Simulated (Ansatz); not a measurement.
`[CH3][Ga]1[CH2][S]1` + `[SH][SnH3]` → `C[S][SnH3]` + `[CH2]1[S][GaH]1` at 400 K and 1 bar (substitution at a C–Ga bond).

Calculated with Ansatz (gas phase, PBE0-D4/def2-TZVP geometries, no zero-point term in ΔE). CCSD(T)/CBS adds triple-zeta CCSD(T) − MP2 to the extrapolated MP2 energy (def2 sets, frozen cores). Elements past krypton have def2 core potentials. For Ga, Sn outer-core shells are correlated without core-valence functions, which leaves a few kJ/mol of doubt a bond. Scalar relativity is left out up to krypton.

```
              species  CCSD(T)/CBS energy (Eh)  H − E (kJ/mol)  S (J/(mol·K))
`[CH3][Ga]1[CH2][S]1`              -2400.82894           196.1          375.2
         `[SH][SnH3]`               -614.20548            99.8          324.6
         `C[S][SnH3]`               -653.46026           184.5          369.5
    `[CH2]1[S][GaH]1`              -2361.55142           110.8          309.7
```

H − E and S are ideal-gas, rigid-rotor, harmonic terms from PBE0-D4/def2-TZVP. 1 Eh = 2625.50 kJ/mol, R = 8.31446 J/(mol·K).

Question: By hand: ΔE, ΔH, ΔS and ΔG.

Answer: ΔE = (-653.46026) + (-2361.55142) − (-2400.82894) − (-614.20548) = 0.02274 Eh = 59.7 kJ/mol. Δ(H − E) = 184.5 + 110.8 − 196.1 − 99.8 = -0.6, so ΔH = 59.1 kJ/mol. ΔS = 369.5 + 309.7 − 375.2 − 324.6 = -20.6 J/(mol·K). ΔG = 59.1 − 400 × (-20.6)/1000 = 67.3 kJ/mol.

Question: By hand: the equilibrium constant, and the temperature at which ΔG would vanish if ΔH and ΔS stayed fixed.

Answer: log₁₀ K = −ΔG/(RT ln 10) = -8.8. ΔH and −TΔS have one sign here, so there is no such temperature.

ΔH outweighs TΔS. A doubt of 5 kJ/mol in ΔE shifts log₁₀ K by 0.7 here. Modes under 60 cm⁻¹, often nearly free rotors, make the harmonic entropy too high. These are equilibria of isolated gas molecules and say nothing of rates. Largest T1 diagnostic: 0.015 (customary marks: 0.02 for closed shells, 0.045 for open ones).
